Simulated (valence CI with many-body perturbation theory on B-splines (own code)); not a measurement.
# E1 transitions of Gd58+

Level of theory: configuration interaction combined with many-body perturbation theory (CI+MBPT): four valence electrons over a frozen Dirac-Fock core [He], a basis of 11 s, 11 p, 10 d, 8 f, 5 g, 2 h functions for each j, with the one-electron correlation potential Σ1, the two-electron term Σ2, the three-electron term Σ3, Breit, model QED; selected CI, second order for the rest, scaled by the run's own slope (own B-spline code, finite nucleus).

The last digits are not significant, and no measured levels were compared; by estimate large intervals hold to a few tenths of a per cent, small ones and those within an open d or f shell to about a per cent. Among the levels kept, up to 920 cm⁻¹ of a level comes from second order outside the variational space, and about a tenth of that is noise between levels of different J, which matters for small intervals.

Lines 151 to 200 of 551 in falling wavelength, among levels below 720.21 Ry, chosen from the strongest by gf and those to the six lowest levels. Wavelengths and rates use the calculated energies. Electric multipoles are in the length gauge, E1 and E2 with the static RPA response of the core. Weak lines are less certain than strong ones. Lines between different terms over intervals too small for the method are left out, as are lines whose strength nearly cancels. The highest levels of a list are the least certain.

Levels are named by their leading jj configuration (3d3/2^4 stands for four electrons in 3d with j = 3/2), which in mixed levels can hold well under half, so a name can repeat and another be missing. Letters in brackets count levels of one name in rising energy.

```csv
λ vac (nm),Upper,Lower,A (s⁻¹),log gf,Branch %
1.331,(2s 2p3/2^2 3d3/2) J=4,(2s^2 2p3/2 3d3/2) J=3,5.68e+11,-0.87,0.1
1.328,(2s 2p3/2^2 3p1/2) J=3,(2s^2 2p3/2 3p1/2) J=2,6.45e+11,-0.92,0.3
1.319,(2s 2p1/2 2p3/2^2) J=2 [a],(2s^2 2p1/2 2p3/2) J=1,7.20e+11,-1.03,97.7
1.318,(2p1/2 2p3/2^2 3p3/2) J=3 [a],(2s 2p1/2 2p3/2 3p3/2) J=2 [d],1.53e+12,-0.56,0.7
1.316,(2p1/2 2p3/2^2 3d5/2) J=4,(2s 2p1/2 2p3/2 3d5/2) J=3 [c],1.36e+12,-0.50,17.2
1.313,(2p1/2 2p3/2^2 3s) J=2 [a],(2s 2p1/2 2p3/2 3s) J=1 [c],1.05e+12,-0.87,1.8
1.306,(2p1/2 2p3/2^2 3p3/2) J=3 [b],(2s 2p1/2 2p3/2 3p3/2) J=2 [e],1.14e+12,-0.69,0.5
1.306,(2s 2p3/2^2 3p3/2) J=3 [a],(2s 2p1/2 2p3/2 3s) J=2 [c],7.54e+11,-0.87,0.6
1.301,(2p1/2 2p3/2^2 3p1/2) J=2 [a],(2s 2p1/2 2p3/2 3p1/2) J=1 [b],1.36e+12,-0.76,0.2
1.297,(2p1/2 2p3/2^2 3d3/2) J=2 [a],(2s 2p1/2 2p3/2 3d3/2) J=2 [c],8.68e+11,-0.96,0.9
1.296,(2p1/2 2p3/2^2 3d3/2) J=3 [b],(2s 2p1/2 2p3/2 3d3/2) J=2 [e],7.52e+11,-0.88,0.1
1.289,(2p1/2 2p3/2^2 3d3/2) J=3 [a],(2s 2p1/2 2p3/2 3d3/2) J=2 [c],7.87e+11,-0.86,0.4
1.287,(2s 2p1/2 2p3/2^2) J=3,(2s^2 2p1/2 2p3/2) J=2,6.87e+11,-0.92,98.2
1.287,(2p1/2 2p3/2^2 3d3/2) J=3 [b],(2s 2p1/2 2p3/2 3d3/2) J=2 [d],6.88e+11,-0.92,0.1
1.286,(2p1/2 2p3/2^2 3p3/2) J=4,(2s 2p1/2 2p3/2 3p3/2) J=3 [c],2.05e+12,-0.34,0.9
1.285,(2p1/2 2p3/2^2 3p1/2) J=3,(2s 2p1/2 2p3/2 3p1/2) J=2 [c],1.40e+12,-0.61,0.2
1.283,(2p1/2 2p3/2^2 3p1/2) J=2 [b],(2s 2p1/2 2p3/2 3p1/2) J=1 [c],1.91e+12,-0.63,0.6
1.278,(2p1/2 2p3/2^2 3d3/2) J=4,(2s 2p1/2 2p3/2 3d3/2) J=3 [c],1.66e+12,-0.44,21.9
1.274,(2p1/2 2p3/2^2 3s) J=3,(2s 2p1/2 2p3/2 3s) J=2 [c],9.59e+11,-0.79,1.8
1.262,(2p1/2 2p3/2^2 3p3/2) J=2 [b],(2s 2p1/2 2p3/2 3p3/2) J=1 [d],1.86e+12,-0.65,0.8
1.250,(2s 2p3/2^3) J=2,(2s^2 2p3/2^2) J=2,2.47e+12,-0.54,99.0
1.243,(2s 2p3/2^2 3p3/2) J=3 [b],(2s^2 2p3/2 3p3/2) J=2,1.05e+12,-0.77,0.5
1.241,(2s 2p3/2^2 3d5/2) J=4 [b],(2s^2 2p3/2 3d5/2) J=3,7.61e+11,-0.80,6.2
1.241,(2p1/2^2 2p3/2^2) J=2,(2s 2p1/2^2 2p3/2) J=1,2.12e+12,-0.61,44.6
1.240,(2s 2p1/2 2p3/2 3d5/2) J=3 [c],(2s^2 2p1/2 3d5/2) J=2,2.70e+12,-0.36,1.2
1.240,(2p1/2 2p3/2^3) J=1,(2s 2p1/2 2p3/2^2) J=1 [a],3.05e+12,-0.68,40.2
1.238,(2s 2p1/2 2p3/2 3d5/2) J=4 [c],(2s^2 2p1/2 3d5/2) J=3,2.55e+12,-0.28,0.9
1.238,(2s 2p1/2 2p3/2 3p3/2) J=2 [d],(2s^2 2p1/2 3p3/2) J=1,2.54e+12,-0.54,1.5
1.235,(2s 2p1/2 2p3/2 3p3/2) J=3 [c],(2s^2 2p1/2 3p3/2) J=2,2.76e+12,-0.36,2.1
1.235,(2p1/2 2p3/2^2 3p3/2) J=1 [c],(2s 2p1/2 2p3/2 3p3/2) J=1 [c],1.66e+12,-0.94,0.7
1.234,(2s 2p1/2 2p3/2 3d3/2) J=1 [d],(2s^2 2p1/2 3d3/2) J=1,1.70e+12,-0.93,0.2
1.234,(2s 2p1/2 2p3/2 3d3/2) J=2 [c],(2s^2 2p1/2 3d3/2) J=2,2.22e+12,-0.60,1.2
1.232,(2p1/2^2 2p3/2 3d5/2) J=2,(2s 2p1/2^2 3d5/2) J=2,1.57e+12,-0.75,0.3
1.231,(2s 2p3/2^2 3d5/2) J=3 [c],(2s^2 2p3/2 3d5/2) J=3,1.59e+12,-0.60,0.2
1.231,(2p1/2^2 2p3/2 3p3/2) J=1,(2s 2p1/2^2 3p3/2) J=1,1.97e+12,-0.87,0.8
1.230,(2s 2p3/2^2 3p3/2) J=2 [c],(2s^2 2p3/2 3p3/2) J=2,2.68e+12,-0.52,12.7
1.230,(2s 2p1/2 2p3/2 3d3/2) J=2 [d],(2s^2 2p1/2 3d3/2) J=1,1.61e+12,-0.74,0.2
1.230,(2s 2p1/2 2p3/2 3s) J=1 [b],(2s^2 2p1/2 3s) J=1,2.79e+12,-0.72,1.9
1.230,(2p1/2 2p3/2^3) J=2,(2s 2p1/2 2p3/2^2) J=2 [b],4.35e+12,-0.31,60.3
1.229,(2p3/2^4) J=0,(2s 2p3/2^3) J=1,9.90e+12,-0.65,98.6
1.228,(2p1/2 2p3/2^2 3p3/2) J=2 [c],(2s 2p1/2 2p3/2 3p3/2) J=2 [e],2.18e+12,-0.61,0.9
1.228,(2p1/2 2p3/2^2 3p3/2) J=3 [b],(2s 2p1/2 2p3/2 3p3/2) J=3 [b],1.66e+12,-0.58,0.7
1.228,(2s 2p1/2 2p3/2 3p1/2) J=1 [b],(2s^2 2p1/2 3p1/2) J=1,3.33e+12,-0.65,1.1
1.227,(2s 2p1/2 2p3/2 3d3/2) J=3 [c],(2s^2 2p1/2 3d3/2) J=2,2.46e+12,-0.41,11.9
1.226,(2p1/2^2 2p3/2 3d5/2) J=4,(2s 2p1/2^2 3d5/2) J=3,1.89e+12,-0.42,33.5
1.226,(2p1/2 2p3/2^2 3s) J=1 [b],(2s 2p1/2 2p3/2 3s) J=2 [c],2.66e+12,-0.74,2.3
1.226,(2p1/2^2 2p3/2 3p3/2) J=3,(2s 2p1/2^2 3p3/2) J=2,2.15e+12,-0.47,1.0
1.225,(2s 2p1/2 2p3/2 3p1/2) J=2 [c],(2s^2 2p1/2 3p1/2) J=1,2.84e+12,-0.50,1.2
1.224,(2s 2p1/2 2p3/2 3p1/2) J=1 [c],(2s^2 2p1/2 3p1/2) J=0,3.11e+12,-0.68,1.9
1.223,(2s 2p1/2 2p3/2 3d5/2) J=3 [d],(2s^2 2p1/2 3d5/2) J=3,2.93e+12,-0.34,0.3
```

(1) How does gf follow from A for the line at 1.250 nm?

Results:

(1) gf = 1.4992 × (2J+1)_upper × A / σ², with σ = 8001005 cm⁻¹ and 2J+1 = 5: gf = 0.289.
